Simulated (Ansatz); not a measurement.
AlCl4, charge -1, singlet, geometry from GFN2-xTB (such geometries of metal compounds can be far from the true shape) (a gas-phase anion, which may not be bound at this level); Ansatz (a program for electronic structure) with PBE/6-31G*.

Ansatz was given this input:
Ansatz 0.2 input:
```yaml
crystal:
  periodic: [false, false, false]
  atoms:
    - {symbol: Cl, position_ang: [-1.65839443, -0.37089430, -1.25730454]}
    - {symbol: Al, position_ang: [0.00000000, 0.00000000, 0.00000000]}
    - {symbol: Cl, position_ang: [0.00812152, 2.03452580, 0.57383638]}
    - {symbol: Cl, position_ang: [1.78590719, -0.44613033, -1.03930391]}
    - {symbol: Cl, position_ang: [-0.13563427, -1.21750117, 1.72277208]}
basis:
  gaussian:
    orbitals: 6-31G*
    occupation: {up: {"A1": 18, "A2": 4, "B1": 10, "B2": 9}, down: {"A1": 18, "A2": 4, "B1": 10, "B2": 9}}
hamiltonian:
  xc: pbe
total_charge: -1
```

It wrote (shortened):

```
Functional definition: PBE
the irreps are read with x along [-0.557, -0.223, 0.800], y along [-0.483, -0.697, -0.530] and z along [0.676, -0.682, 0.280] of the geometry given
1108 factors; their error is unknown
mean field evaluation 1: about -56654.9064 eV, gradient 1.7e1 eV
mean field evaluation 2: about -56655.9600 eV, gradient 4.8e0 eV
mean field evaluation 4: about -56656.1865 eV, gradient 1.3e-2 eV
mean field evaluation 8: about -56656.1582 eV, gradient 2.1e-6 eV
mean field -56656.15819168 eV, -2082.0754106208 hartree, gradient 2.1e-6 eV, S^2 0.000000; 0 other end points of the search recorded, 0 dependent functions left out
reference -56656.15822829 eV, -2082.0754119662 hartree; 41, 41 occupied and 54, 54 virtual orbitals, 1108 factors
Total energy: -56656.15822829 eV, -2082.0754119662 hartree
```
